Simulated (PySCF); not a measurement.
**Spinor energies of N⁺ (nitrogen, charge +1)**

Start: [He] 2s2 2p2; 2p3/2 filled at m_j = +1/2, +3/2. Calculated with PySCF 2.14 in x2c-SVPall-2c with one added diffuse shell of s type (4s2p1d, 15 functions): generalised Hartree-Fock with the X2C-1e Hamiltonian and a Gaussian nucleus; one run each with spin-orbit coupling (SO) switched off, then screened by Boettger's factors. This is a chosen level, not necessarily the ground level.

```
spinor shell  electrons  ε, spin-free (eV)  ε, screened SO (eV)  weight of nominal j (screened SO)  rms radius, screened SO (bohr)
       1s1/2          2            -443.42              -443.43                              1.000                           0.265
       2s1/2          2            -39.401              -39.402                              1.000                            1.39
       2p3/2          2            -30.431              -30.428                              0.831                            1.40
```

```tsv
quantity	spin-free	screened SO
E (hartree)	-53.84766	-53.84742
M_J	2	2
⟨J²⟩	6.006	6.006
⟨L²⟩	2.002	2.002
⟨S²⟩	2.004	2.004
```

Each row is a mean over spinors that exchange with the open shell spreads, by up to 8.530 eV (2s1/2).

Rows whose weight is well below 1 are mixtures of j = l ± 1/2: exchange outweighs spin-orbit coupling there, and the label is only the starting occupation.

Without spin-orbit coupling the j labels of p, d and f shells carry no meaning; the spin-free column gives the mean over the occupied spinors of each nl shell.
